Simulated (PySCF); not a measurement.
**Polarisability and C₆ of Li (lithium, neutral)**

[He] 2s1, 2S determinant. Calculation: PySCF 2.14, in aug-cc-pVDZ (4s3p2d, 23 functions); the non-relativistic Hamiltonian (point nucleus). Coupled (time-dependent) response in atomic units; α is the mean over directions. A double-zeta set is small for polarisabilities.

| method | mean α (bohr³) | C₆ (like pair) | S(−4) |
| --- | --- | --- | --- |
| UHF | 168.7 | 1458 | 36510 |
| PBE | 143.2 | 1141 | 26330 |
| PBE0 | 147.4 | 1190 | 27890 |
| BP86 | 148.7 | 1212 | 28210 |

S(−4) is the Cauchy moment in α(ω) = α(0) + S(−4) ω² + …

Reference α: 164.1 bohr³ (recommended; Schwerdtfeger and Nagle, table of static dipole polarizabilities (2023 update)). Published C₆: 1392 (Chu and Dalgarno (2004); Tang, Norbeck and Certain (1976)).

α(iu) at UHF:

```
u (hartree)  α(iu) (bohr³)
          0          168.7
     0.0500          109.6
      0.100          53.73
      0.200          17.92
      0.300          8.564
      0.500          3.243
      0.750          1.488
       1.00         0.8592
       1.50         0.4012
       2.00         0.2356
       3.00         0.1112
       5.00        0.04232
```

A single London oscillator, α(iu) = α/(1 + u²/ω²), gives C₆ = (3/4) ω α². Matching the computed C₆ needs ω = 4 × 1458 / (3 × 168.7²) = 0.0683 hartree.
